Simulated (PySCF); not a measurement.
**Correlation energy of Ne⁺ (neon, charge +1)**

[He] 2s2 2p5, 2P determinant. All numbers are calculated (PySCF 2.14, the non-relativistic Hamiltonian (point nucleus), in aug-cc-pwCVTZ (7s6p4d2f, 59 functions)). Frozen: 1s2; 7 electrons correlated.

```
  level  correlation energy (mhartree)
   CCSD                        -220.10
    (T)                          -3.04
CCSD(T)                        -223.14
```

Diagnostics: T1 = 0.0040, D1 = 0.0062, largest double amplitude 0.024.

Question: Is a single reference adequate?

Answer: Yes: T1 lies below 0.03 and no double amplitude reaches 0.07.
